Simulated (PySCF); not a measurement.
Se(Cl)(NH2) (ClH2NSe), SMILES Cl[Se]N.

Geometry optimised at B3LYP-D3(BJ)/def2-TZVP. The values are those of a single conformer.

All values below come from PBE0/def2-TZVPD (PySCF).

The molecule is in vacuum.

Computed frontier levels, gap, dipole moment and polarisability:
- highest occupied level: -6.83 eV
- lowest empty level: -2.03 eV
- orbital gap: 4.80 eV
- dipole moment: 2.30 D
- quadrupole, principal values (traceless, Buckingham form, about the centre of nuclear charge): -5.67, -1.05, 6.72 D·Å
- mean static polarisability: 55.0 bohr³ (8.16 Å³)
- polarisability, principal values: 43.1, 49.9, 72.1 bohr³
